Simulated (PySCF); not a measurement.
C₄H₈O, singlet, geometry from GFN2-xTB; DF-PBE0/def2-SVPD in PySCF.

Here is a job for PySCF.
```python
from pyscf import gto, scf, dft

mol = gto.M(
    atom='''
C     2.32711068   -0.83724338    0.33767335
C     1.16701602    0.09485225    0.44663579
C    -0.02181032   -0.14505774   -0.08553978
O    -1.06364189    0.73113514    0.03338870
C    -2.26021754    0.33310693   -0.58659709
H     2.66216295   -1.14364643    1.32848742
H     2.06060727   -1.72488618   -0.23085630
H     3.16500578   -0.34436745   -0.15513540
H     1.32397082    1.01204619    0.99395645
H    -0.22506951   -1.05348217   -0.64382991
H    -2.98119547    1.12781372   -0.40282137
H    -2.12941560    0.20716040   -1.66750207
H    -2.63952410   -0.60366751   -0.16244211
''',
    basis='def2-svpd',
    verbose=4,
    max_memory=1800,
)

mf = dft.RKS(mol)
mf.xc = 'pbe0'
mf = mf.density_fit(auxbasis='def2-universal-jkfit')
mf.kernel()
```

Question: What does PySCF print? Leave out banner, timings and long lists.

Answer: 
```
PySCF version 2.14.0

[INPUT] verbose = 4
[INPUT] num. atoms = 13
[INPUT] num. electrons = 40
[INPUT] charge = 0
[INPUT] spin (= nelec alpha-beta = 2S) = 0
[INPUT] symmetry False subgroup None
[INPUT] Mole.unit = angstrom
[INPUT] Symbol           X                Y                Z      unit          X                Y                Z       unit  Magmom
[INPUT]  1 C      2.327110680000  -0.837243380000   0.337673350000 AA    4.397601846750  -1.582160687805   0.638110151064 Bohr   0.0
[INPUT]  2 C      1.167016020000   0.094852250000   0.446635790000 AA    2.205340660780   0.179244774799   0.844019320529 Bohr   0.0
[INPUT]  3 C     -0.021810320000  -0.145057740000  -0.085539780000 AA   -0.041215531489  -0.274119400848  -0.161646756956 Bohr   0.0
[INPUT]  4 O     -1.063641890000   0.731135140000   0.033388700000 AA   -2.009991866715   1.381645174646   0.063095498655 Bohr   0.0
[INPUT]  5 C     -2.260217540000   0.333106930000  -0.586597090000 AA   -4.271192132538   0.629480867895  -1.108507845567 Bohr   0.0
[INPUT]  6 H      2.662162950000  -1.143646430000   1.328487420000 AA    5.030758874464  -2.161178536037   2.510477383730 Bohr   0.0
[INPUT]  7 H      2.060607270000  -1.724886180000  -0.230856300000 AA    3.893983390588  -3.259562476247  -0.436255181130 Bohr   0.0
[INPUT]  8 H      3.165005780000  -0.344367450000  -0.155135400000 AA    5.980994106865  -0.650760166715  -0.293163418225 Bohr   0.0
[INPUT]  9 H      1.323970820000   1.012046190000   0.993956450000 AA    2.501942246716   1.912490124510   1.878305470245 Bohr   0.0
[INPUT] 10 H     -0.225069510000  -1.053482170000  -0.643829910000 AA   -0.425319732890  -1.990792778412  -1.216662200703 Bohr   0.0
[INPUT] 11 H     -2.981195470000   1.127813720000  -0.402821370000 AA   -5.633642962094   2.131259050327  -0.761222066422 Bohr   0.0
[INPUT] 12 H     -2.129415600000   0.207160400000  -1.667502070000 AA   -4.024012289376   0.391476419855  -3.151122224445 Bohr   0.0
[INPUT] 13 H     -2.639524100000  -0.603667510000  -0.162442110000 AA   -4.987977648189  -1.140766264198  -0.306971098996 Bohr   0.0

nuclear repulsion = 172.208787701055
number of shells = 73
number of NR pGTOs = 233
number of NR cGTOs = 167
basis = def2-svpd
ecp = {}

******** <class 'pyscf.df.df_jk.DFRKS'> ********
method = DFRKS
initial guess = minao
damping factor = 0
level_shift factor = 0
DIIS = <class 'pyscf.scf.diis.CDIIS'>
diis_start_cycle = 1
diis_space = 8
diis_damp = 0
SCF conv_tol = 1e-09
SCF conv_tol_grad = None
SCF max_cycles = 50
direct_scf = False
XC library pyscf.dft.libxc version 7.1.2
    S. Lehtola, C. Steigemann, M. J. T. Oliveira, and M. A. L. Marques,  SoftwareX 7, 1–5 (2018)
XC functionals = pbe0
    C. Adamo and V. Barone,  J. Chem. Phys. 110, 6158 (1999)
    M. Ernzerhof and G. E. Scuseria,  J. Chem. Phys. 110, 5029 (1999)
radial grids:
    Treutler-Ahlrichs [JCP 102, 346 (1995); DOI:10.1063/1.469408] (M4) radial grids

becke partition: Becke, JCP 88, 2547 (1988); DOI:10.1063/1.454033
pruning grids: <function nwchem_prune>
grids dens level: 3
symmetrized grids: False
atomic radii adjust function: <function treutler_atomic_radii_adjust>
small_rho_cutoff = 0
Set gradient conv threshold to 3.16228e-05
Initial guess from minao.
tot grids = 149024
******** <class 'pyscf.df.df.DF'> ********
auxbasis = def2-universal-jkfit
init E= -232.418871879226
  HOMO = -0.274278669413605  LUMO = -0.0467446356067218  gap/eV = 6.19152
cycle= 1 E= -231.940972477364  delta_E= 0.478  |g|= 0.494  |ddm|= 4.94
  HOMO = -0.156683022516258  LUMO = 0.033266166199355  gap/eV = 5.16878
cycle= 2 E= -231.902651182175  delta_E= 0.0383  |g|= 0.673  |ddm|= 1.35
  HOMO = -0.224205183051591  LUMO = 0.0340675654425128  gap/eV = 7.02796
cycle= 3 E= -231.993551899193  delta_E= -0.0909  |g|= 0.0773  |ddm|= 0.658
  HOMO = -0.230627212993239  LUMO = 0.0270903538636369  gap/eV = 7.01285
cycle= 4 E= -231.994543794261  delta_E= -0.000992  |g|= 0.0307  |ddm|= 0.124
  HOMO = -0.228666517466098  LUMO = 0.0295757594343447  gap/eV = 7.02713
cycle= 5 E= -231.994742470706  delta_E= -0.000199  |g|= 0.0122  |ddm|= 0.0607
  HOMO = -0.228245480179554  LUMO = 0.0298836029822902  gap/eV = 7.02405
cycle= 6 E= -231.994778398194  delta_E= -3.59e-05  |g|= 0.00303  |ddm|= 0.0199
  HOMO = -0.228541168886606  LUMO = 0.0295978963852424  gap/eV = 7.02432
cycle= 7 E= -231.994780669475  delta_E= -2.27e-06  |g|= 0.000348  |ddm|= 0.00533
  HOMO = -0.228516596229487  LUMO = 0.0296325328100402  gap/eV = 7.02460
cycle= 8 E= -231.994780695894  delta_E= -2.64e-08  |g|= 0.000131  |ddm|= 0.000641
  HOMO = -0.228515324597353  LUMO = 0.0296328613455152  gap/eV = 7.02457
cycle= 9 E= -231.994780700037  delta_E= -4.14e-09  |g|= 2.29e-05  |ddm|= 0.00021
  HOMO = -0.228514767615768  LUMO = 0.0296329302665853  gap/eV = 7.02456
cycle= 10 E= -231.994780700167  delta_E= -1.3e-10  |g|= 4.91e-06  |ddm|= 5.82e-05
  HOMO = -0.228515458576106  LUMO = 0.0296322882559638  gap/eV = 7.02456
Extra cycle  E= -231.994780700164  delta_E= 3.52e-12  |g|= 5.98e-06  |ddm|= 2.04e-05
converged SCF energy = -231.994780700164
```
